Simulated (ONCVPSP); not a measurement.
## What one change does to a pseudopotential (tantalum, ONCV)

ONCVPSP 4.0.1 input, shortened (lines: element, Z, core and valence counts, functional; n l f; lmax; l rc ep ncon nbas qcut; lloc lpopt rc5 dvloc0; l nproj debl; icmod fcfact rcfact), PBEsol, scalar-relativistic:

```
  Ta 73.00   11    3  -116133      upf
    1    0    2.00
    2    0    2.00
    2    1    6.00
    3    0    2.00
    3    1    6.00
    3    2   10.00
    4    0    2.00
    4    1    6.00
    4    2   10.00
    4    3   14.00
    5    0    2.00
    5    1    6.00
    5    2    3.00
    6    0    2.00
    2
    0    2.70    0.00    3    8    2.10
    1    2.10    0.00    3    6    5.80
    2    2.40    0.00    4    8    6.70
    4    5    1.65    4.00
    0    3    2.10
    1    1    1.10
    2    1    3.10
    3    4.00    1.80
```

All-electron outer shells of the reference configuration (PBEsol, scalar-relativistic, ld1.x):

| shell | level (eV) | outermost node (bohr) | outermost maximum (bohr) |
| --- | --- | --- | --- |
| 5p | -39.42 | 0.58 | 1.13 |
| 4f | -24.73 | – | 0.44 |
| 6s | -5.47 | 1.32 | 2.78 |
| 5d | -3.62 | 0.65 | 1.58 |

Change: p: qcut 3.4.

Cutoffs: the cutoffs (Ha) at which the residual kinetic energy of the hardest occupied pseudo-wave falls to 1 and 0.1 mHa per electron; they do not see the model core or the augmentation charge, which bear on the density cutoff. Errors are all-electron minus pseudo energies relative to the spin-unpolarised reference configuration.

**Question.** What does the change do?

**Answer.** The potential gets harder (13 Ha and 25 Ha → 25 Ha and 48 Ha); the errors of the 4 common tests hardly move; neither file shows a bound ghost.

| quantity | base | changed |
| --- | --- | --- |
| cutoff, loose | 13 Ha | 25 Ha |
| cutoff, tight | 25 Ha | 48 Ha |
| loose cutoff by channel | s 4.6 Ha, p 11 Ha, d 13 Ha | s 4.6 Ha, p 25 Ha, d 13 Ha |
| bound ghosts | none | none |
| GHOST(+) flags under 300 eV | s at 114.3 eV | s at 114.3 eV |
| error for 5p6 5d3 6s1, meV [ΔE 8.51 eV] | -8.0 | -8.1 |
| error for 5p6 5d3 6s0, meV [ΔE 23.48 eV] | -74 | -74 |
| error for 5p6 5d2 6s0, meV [ΔE 47.09 eV] | -247 | -250 |
| error for 5p6 5d3.5 6s1.5, meV [ΔE 0.99 eV] | -5.8 | -6.3 |
| s: phases at 2.73 bohr within 0.05 rad from the reference energy up to (Ha; the scan ends near 5) | to the end of the scan | to the end of the scan |
| p: phases at 2.13 bohr within 0.05 rad from the reference energy up to (Ha; the scan ends near 5) | 0.4 | 0.2 |
| d: phases at 2.44 bohr within 0.05 rad from the reference energy up to (Ha; the scan ends near 5) | to the end of the scan | to the end of the scan |
| rms error of d²Exc/dni dnj with the model core, mHa | 2.44 | 2.42 |

Base: The cutoffs count occupied waves only; projector 3 of the s channel, the hardest unoccupied one, needs 46 Ha at the loose tolerance.
